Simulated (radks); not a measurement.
The nuclear charge of the niobium ion Nb2+ is varied continuously with 39 electrons held in [Kr] 4d3. Calculated with a radial shooting solver on a logarithmic mesh with Libxc functionals: non-relativistic Kohn-Sham, PBE, spin-unpolarised, spherical densities, point nucleus; relativity is left out, which matters for an element this heavy. By the Hellmann-Feynman theorem dE/dZ = E(electron-nucleus)/Z, the electronic potential at the nucleus.

\begin{tabular}{lrrrrr}
Z & E (hartree) & E(electron-nucleus)/Z (hartree) & HOMO & e(HOMO) (eV) & <r> HOMO (bohr) \\ \hline
40 & -3540.20935 & -210.648 & 4d & -8.281 & 2.243 \\
40.25 & -3593.08562 & -212.361 & 4d & -10.745 & 2.113 \\
40.5 & -3646.38954 & -214.070 & 4d & -13.427 & 2.004 \\
40.75 & -3700.12023 & -215.775 & 4d & -16.309 & 1.912 \\
41 & -3754.27696 & -217.478 & 4d & -19.378 & 1.833 \\
41.25 & -3808.85913 & -219.179 & 4d & -22.622 & 1.763 \\
41.5 & -3863.86621 & -220.878 & 4d & -26.032 & 1.701 \\
41.75 & -3919.29776 & -222.575 & 4d & -29.602 & 1.645 \\
42 & -3975.15339 & -224.270 & 4d & -33.325 & 1.594 \\
\end{tabular}

The central difference of E at Z = 41 is -217.478 hartree, to compare with the third column; the second derivative is -6.81 hartree.
